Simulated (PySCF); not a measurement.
H2Se2, SMILES [SeH][SeH].

The structure is a stationary point at PBE0-D3(BJ)/def2-TZVP.

Level of theory: TDDFT-ωB97X/def2-SVPD in PySCF 2.14.0.

Vertical excitations. The molecule is in vacuum. State labels are in the subgroup C2.

```json
[
 {"state": "S1", "symmetry": "B", "energy (eV)": "4.08", "λ (nm)": "304", "f": "0.008", "main pairs": "HOMO→LUMO 92 %"},
 {"state": "S2", "symmetry": "A", "energy (eV)": "4.08", "λ (nm)": "304", "f": "0.003", "main pairs": "HOMO−1→LUMO 92 %"},
 {"state": "S3", "symmetry": "A", "energy (eV)": "5.70", "λ (nm)": "217", "f": "0.014", "main pairs": "HOMO→LUMO+1 72 %, HOMO−1→LUMO+2 16 %"},
 {"state": "S4", "symmetry": "B", "energy (eV)": "5.71", "λ (nm)": "217", "f": "0.015", "main pairs": "HOMO−1→LUMO+1 68 %, HOMO→LUMO+2 19 %"},
 {"state": "S5", "symmetry": "B", "energy (eV)": "6.68", "λ (nm)": "186", "f": "0.005", "main pairs": "HOMO→LUMO+2 44 %, HOMO−1→LUMO+1 21 %, HOMO−2→LUMO 15 %, HOMO→LUMO+3 10 %"},
 {"state": "S6", "symmetry": "A", "energy (eV)": "6.73", "λ (nm)": "184", "f": "0.001", "main pairs": "HOMO−1→LUMO+2 56 %, HOMO→LUMO+1 22 %, HOMO−1→LUMO+3 13 %"},
 {"state": "S7", "symmetry": "B", "energy (eV)": "7.24", "λ (nm)": "171", "f": "0.411", "main pairs": "HOMO−2→LUMO 66 %"},
 {"state": "S8", "symmetry": "A", "energy (eV)": "7.80", "λ (nm)": "159", "f": "0.031", "main pairs": "HOMO→LUMO+4 34 %, HOMO−3→LUMO 26 %, HOMO−1→LUMO+3 8 %, HOMO−1→LUMO+6 8 %"},
 {"state": "S9", "symmetry": "B", "energy (eV)": "7.88", "λ (nm)": "157", "f": "0.064", "main pairs": "HOMO−1→LUMO+4 43 %, HOMO→LUMO+3 21 %, HOMO→LUMO+2 10 %, HOMO→LUMO+6 8 %"},
 {"state": "S10", "symmetry": "B", "energy (eV)": "8.02", "λ (nm)": "155", "f": "0.043", "main pairs": "HOMO−1→LUMO+5 61 %, HOMO→LUMO+6 18 %"},
 {"state": "T1", "symmetry": "B", "energy (eV)": "3.49", "λ (nm)": "356", "f": "0", "main pairs": "HOMO→LUMO 91 %"},
 {"state": "T2", "symmetry": "A", "energy (eV)": "3.52", "λ (nm)": "352", "f": "0", "main pairs": "HOMO−1→LUMO 91 %"},
 {"state": "T3", "symmetry": "B", "energy (eV)": "5.29", "λ (nm)": "234", "f": "0", "main pairs": "HOMO−1→LUMO+1 49 %, HOMO→LUMO+2 25 %"},
 {"state": "T4", "symmetry": "A", "energy (eV)": "5.30", "λ (nm)": "234", "f": "0", "main pairs": "HOMO→LUMO+1 53 %, HOMO−1→LUMO+2 27 %"}
]
```
Triplets are in the Tamm–Dancoff approximation, which puts them higher than full response would, so one can lie above its singlet here.
